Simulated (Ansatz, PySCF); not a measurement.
Molecule: AlBr, charge 0, multiplicity 1. SMILES: [Al][Br]
Structure (B3LYP-D3(BJ)/def2-TZVP (Ansatz, a program for electronic structure) minimum search):
```
Al
Br 1 2.3363
```
Charge 0, spin multiplicity 1.

Property: vertical ionisation energy to the doublet, in eV. Set-up: non-relativistic; UHF or UKS for open shells; frozen cores in correlated levels (noble-gas shells and the d and f shells of earlier blocks); each state is the SCF solution reached for its charge and spin; LANL2DZ with its own core potentials from Na on; spin-orbit terms left out; 6-31G* and kin with 6d, 5d where marked. Ab initio and DFT rows: single points at B3LYP-D3(BJ) geometries (Ansatz).

```csv
level,program,vertical ionisation energy to the doublet (eV)
HF/6-31G* with LANL2DZ past Ar,Ansatz,8.37
B3LYP/STO-3G,Ansatz,5.96
B3LYP/6-31G*,Ansatz,9.22
B3LYP/6-31G* with LANL2DZ past Ar,Ansatz,9.25
M06-2X/6-31G* with LANL2DZ past Ar (5d),PySCF,9.22
MP2/6-31G* with LANL2DZ past Ar,Ansatz,8.76
M06-2X/def2-TZVPD,PySCF,9.13
wB97X-V/def2-TZVPD,Ansatz,9.19
```

No value to compare with is used here. The 6 habitual levels span 5.96 (B3LYP/STO-3G) to 9.25 eV (B3LYP/6-31G* with LANL2DZ past Ar); M06-2X/def2-TZVPD gives 9.13.

The levels are drawn from those run, B3LYP/6-31G* more often than the rest, none by its result; left out are runs that failed, that the program found above a lower state of the same kind, or whose <S^2> lies over 0.5 above the pure value.
